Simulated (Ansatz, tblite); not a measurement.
Removing and adding an electron: In4O10H8, a hydroxylated oxide cluster. The state is a singlet with charge 0. Geometry: PBE-D4/def2-SVP. Ansatz, gas phase; energy differences of separate SCF runs; the oxidised species was run as a doublet alone; the reduced species was run as a doublet alone.

```xyz
22

In    1.238   -0.830    1.064
In    0.868    1.340   -1.313
In   -0.785   -2.020   -1.105
In   -0.500    1.869    1.547
O    -2.154   -0.848   -0.081
O    -1.154    1.852   -0.569
O     1.294    2.547   -2.866
O     0.165   -2.747    0.698
O     2.929   -1.455    1.980
O    -1.148   -3.260   -2.656
O    -0.662   -0.194    2.007
O     0.917   -0.728   -1.137
O     1.387    1.416    0.749
O    -1.324    3.397    2.558
H    -2.127    0.052   -0.484
H    -1.606    2.640   -0.930
H     1.828    2.047   -3.515
H     0.787   -3.490    0.573
H     3.557   -0.706    1.985
H    -0.308   -3.354   -3.149
H    -1.363   -0.550    1.346
H    -1.840    3.023    3.300
```

In the def2 sets In takes a core potential; there is no spin–orbit coupling. The xTB rows come from tblite.

```tsv
level	−HOMO (eV)	vertical IE (eV)	−LUMO (eV)	vertical EA (eV)	HOMO–LUMO gap (eV)	IE − EA (eV)	remarks
GFN1-xTB	11.18	13.39	7.98	6.10	3.21	7.29	–
PBE-D4/def2-SVP	6.24	–	3.47	1.58	2.77	–	HOMO above zero (-1 doublet)
```

(1) Estimate the rows for GFN2-xTB, PBE0-D4/def2-SVP.

Answers

(1) 
```
           level  −HOMO (eV)  vertical IE (eV)  −LUMO (eV)  vertical EA (eV)  HOMO–LUMO gap (eV)  IE − EA (eV)                       remarks
        GFN2-xTB       12.48             14.67       10.29              8.21                2.19          6.46                             –
PBE0-D4/def2-SVP        8.00              9.69        2.71              1.37                5.29          8.32  HOMO above zero (-1 doublet)
```

Run but left out: PBE-D4/def2-SVP (charge +1 doublet: an occupied level 0.00 eV above an empty one).   A HOMO above zero means that the electron is unbound at that level or that self-interaction error raises the level; the energy of removing that electron tells which. Raw xTB energy differences between charge states are shifted by several eV; the methods need an empirical correction for them. Sets without diffuse functions give affinities that are too small.
